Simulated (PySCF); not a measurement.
Spinor energies of Ni²⁺ (nickel, charge +2)

Start: [Ar] 3d7 4p1; 3d3/2 filled at m_j = +1/2, +3/2; 3d5/2 filled at m_j = -3/2, -1/2, +1/2, +3/2, +5/2; 4p3/2 filled at m_j = +3/2. Calculated with PySCF 2.14 in x2c-TZVPall-2c (6s7p4d1f, 54 functions): generalised Hartree-Fock with the X2C-1e Hamiltonian and a Gaussian nucleus; one run each with spin-orbit coupling (SO) switched off, then screened by Boettger's factors. This is a chosen level, not necessarily the ground level.

| spinor shell | electrons | ε, spin-free (eV) | ε, screened SO (eV) | weight of nominal j (screened SO) | rms radius, screened SO (bohr) |
| --- | --- | --- | --- | --- | --- |
| 1s1/2 | 2 | -8431.9 | -8431.8 | 1.000 | 0.0624 |
| 2s1/2 | 2 | -1080.8 | -1080.8 | 1.000 | 0.265 |
| 2p1/2 | 2 | -929.96 | -942.48 | 0.995 | 0.236 |
| 2p3/2 | 4 | -929.96 | -923.84 | 0.998 | 0.239 |
| 3s1/2 | 2 | -164.86 | -164.86 | 1.000 | 0.789 |
| 3p1/2 | 2 | -118.34 | -124.24 | 0.646 | 0.829 |
| 3d5/2 | 5 | -48.315 | -49.563 | 0.576 | 0.993 |
| 3d3/2 | 2 | -48.315 | -45.301 | 0.674 | 1.02 |
| 4p3/2 | 1 | -20.658 | -20.607 | 1.000 | 2.95 |

(1) Where does 3p3/2 lie, and what is the 3p spin-orbit splitting (screened SO)?

```tsv
quantity	spin-free	screened SO
E (hartree)	-1517.76927	-1517.80533
M_J	6	6
⟨J²⟩	42.004	42.004
⟨L²⟩	20.003	20.034
⟨S²⟩	6.001	5.990
```

Each row is a mean over spinors that exchange with the open shell spreads, by up to 13.747 eV (3p3/2).

Rows whose weight is well below 1 are mixtures of j = l ± 1/2: exchange outweighs spin-orbit coupling there, and the label is only the starting occupation.

Without spin-orbit coupling the j labels of p, d and f shells carry no meaning; the spin-free column gives the mean over the occupied spinors of each nl shell.

Results:

(1) At -115.43 eV, 8.809 eV above 3p1/2.
